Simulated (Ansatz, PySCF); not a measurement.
3-ethenoxyprop-1-ene (C5H8O), SMILES C=CCOC=C. Atoms are numbered in the order given.

```xyz
14

C      2.2588     0.8751     0.3832
C      1.9475    -0.4080     0.1958
C      0.5647    -0.9328    -0.0384
O     -0.3735     0.1212    -0.0480
C     -1.6794    -0.2275    -0.1247
C     -2.6554     0.6595    -0.3351
H      1.4854     1.6460     0.3739
H      3.2931     1.1862     0.5492
H      2.7286    -1.1774     0.2037
H      0.5348    -1.4848    -1.0009
H      0.3090    -1.6698     0.7514
H     -1.8900    -1.2968     0.0154
H     -2.4344     1.7198    -0.4758
H     -3.6936     0.3275    -0.3581
```

Coordinates come from a B3LYP-D3(BJ)/def2-SVP optimisation. One conformer was computed; it need not be the lowest.

Two levels are set side by side: PBE-D3(BJ)/def2-SVP (Ansatz, a program for electronic structure) and B3LYP-D3(BJ)/def2-SVP (Ansatz). Each level has its own optimised geometry; the coordinates shown are those of the second. Frequencies come from the Hessian of PySCF at each geometry. Differences are taken from unrounded values.

```tsv
quantity	B3LYP-D3(BJ)	PBE-D3(BJ)	PBE-D3(BJ) minus B3LYP-D3(BJ)
mean bond length (Å)	1.209	1.216	0.007
bond C1–C2 (Å)	1.334	1.342	0.009
bond C2–C3 (Å)	1.497	1.498	0.001
bond C3–O4 (Å)	1.411	1.417	0.006
bond O4–C5 (Å)	1.354	1.359	0.005
bond C5–C6 (Å)	1.336	1.345	0.009
bond C1–H7 (Å)	1.092	1.100	0.008
bond C1–H8 (Å)	1.093	1.100	0.008
bond C2–H9 (Å)	1.096	1.104	0.008
bond C3–H10 (Å)	1.110	1.119	0.009
bond C3–H11 (Å)	1.110	1.119	0.009
bond C5–H12 (Å)	1.099	1.108	0.009
bond C6–H13 (Å)	1.092	1.100	0.008
bond C6–H14 (Å)	1.090	1.098	0.007
highest harmonic wavenumber (cm⁻¹)	3269	3212	-56
mean harmonic wavenumber (cm⁻¹)	1429	1389	-40
zero-point energy (kcal/mol)	73.54	71.46	-2.08
```

GGA bonds tend to be longer and softer than those of functionals with exact exchange. Differences between two approximate levels are no errors against the true value.
